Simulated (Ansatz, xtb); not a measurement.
## Relative energy of two structures of C4H6BCl

Structure I: a singlet given by its coordinates. Structure II: `B/C=C(/Cl)C=C`, a singlet. Both are isolated molecules in the gas phase, relaxed with B3LYP/def2-SVP; the shapes shown needn't be the lowest conformers.

I (Å):

```json
{"atom": "C", "x (Å)": "-2.3175", "y (Å)": "1.4646", "z (Å)": "1.9854"}
{"atom": "C", "x (Å)": "-1.9043", "y (Å)": "1.9367", "z (Å)": "0.7931"}
{"atom": "C", "x (Å)": "-1.2265", "y (Å)": "1.0699", "z (Å)": "-0.1606"}
{"atom": "C", "x (Å)": "-0.7466", "y (Å)": "1.3453", "z (Å)": "-1.3793"}
{"atom": "B", "x (Å)": "-2.1166", "y (Å)": "-0.0210", "z (Å)": "2.4528"}
{"atom": "Cl", "x (Å)": "-1.0574", "y (Å)": "-0.5919", "z (Å)": "0.4850"}
{"atom": "H", "x (Å)": "-3.0559", "y (Å)": "-0.7828", "z (Å)": "2.4121"}
{"atom": "H", "x (Å)": "-1.2365", "y (Å)": "-0.2751", "z (Å)": "3.2436"}
{"atom": "H", "x (Å)": "-2.8235", "y (Å)": "2.1621", "z (Å)": "2.6664"}
{"atom": "H", "x (Å)": "-2.0477", "y (Å)": "2.9739", "z (Å)": "0.4735"}
{"atom": "H", "x (Å)": "-0.2540", "y (Å)": "0.5971", "z (Å)": "-2.0005"}
{"atom": "H", "x (Å)": "-0.8515", "y (Å)": "2.3602", "z (Å)": "-1.7701"}
```

Close contacts (Å): C1–C2 1.35, C1–B5 1.57, C2–C3 1.46, C3–C4 1.34, C3–Cl6 1.79, B5–Cl6 2.31, C1–H9 1.10, C2–H10 1.09, C4–H11 1.09, C4–H12 1.09, B5–H7 1.21, B5–H8 1.21.

II (Å):

| atom | x (Å) | y (Å) | z (Å) |
| --- | --- | --- | --- |
| C | -2.7948 | 1.6546 | 1.4536 |
| C | -1.5455 | 1.7715 | 0.9127 |
| C | -0.7732 | 0.6943 | 0.2988 |
| C | 0.4546 | 0.7998 | -0.2337 |
| B | -3.6247 | 0.3658 | 1.5188 |
| Cl | -0.7726 | 3.3484 | 0.9442 |
| H | -3.2250 | -0.6846 | 1.0805 |
| H | -4.7195 | 0.3930 | 2.0256 |
| H | -3.2104 | 2.5790 | 1.8678 |
| H | -1.2842 | -0.2709 | 0.2958 |
| H | 0.9463 | -0.0730 | -0.6700 |
| H | 0.9962 | 1.7481 | -0.2487 |

Q: Estimate which is lower in electronic energy at CCSD(T)/def2-SVP + ΔMP2/def2-TZVPP, and by roughly how much.

A: Too close to call at this level: CCSD(T)/def2-SVP + ΔMP2/def2-TZVPP gives E(II) − E(I) = +0.008 eV.

The same difference at several levels:

| level | geometry | E(II) − E(I) (eV) | departure from the last row (eV) | job, with rough time for the two |
| --- | --- | --- | --- | --- |
| B3LYP/def2-SVP | B3LYP/def2-SVP | −0.068 | −0.076 | optimisation, 91 s |
| HF/def2-SVP | B3LYP/def2-SVP | −0.205 | −0.213 | part of the CCSD(T) run |
| MP2/def2-SVP | B3LYP/def2-SVP | −0.035 | −0.043 | part of the CCSD(T) run |
| CCSD(T)/def2-SVP | B3LYP/def2-SVP | −0.016 | −0.025 | single point |
| CCSD(T)/def2-SVP + ΔMP2/def2-TZVPP | B3LYP/def2-SVP | +0.008 |  | single point, 1.7 min |

The largest departure from CCSD(T)/def2-SVP + ΔMP2/def2-TZVPP is that of HF/def2-SVP, 0.213 eV. Levels run at GFN2-xTB geometries aren't shown. The last row adds to CCSD(T) the change of the MP2 difference between the two basis sets, here +0.025 eV.

With thermal terms from frequencies at re-optimised GFN2-xTB minima (ideal gas, soft modes damped towards free rotors, one conformer each, 298.15 K, 1 atm): the zero-point term adds −0.044 eV; ΔH is −0.001 and ΔG −0.093 eV.

The correlated steps freeze 10 core orbitals. Run with Ansatz 0.2.0, xtb 6.7.1; the last row on 2 threads of AMD EPYC (Zen 3) on a shared host.
